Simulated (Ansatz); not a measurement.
Harmonic frequencies (cm⁻¹) at PBE0-D4/def2-TZVP from Ansatz: 64, 90, 149, 154, 178, 297, 394, 587, 593, 605, 899, 912, 918, 927, 941, 1301, 1445, 1464, 2217, 2232, 2246, 3067, 3165, 3186.

Each molecule was computed in one conformer, which needn't be the lowest.

Q: Which molecule is it?
A. `C[Se][Se][SiH3]`
B. `[CH3][Zn][Se]C(F)(F)F`
C. `C[Se]C(F)(F)F`
D. `C=C[Se][GeH3]`

A: A.
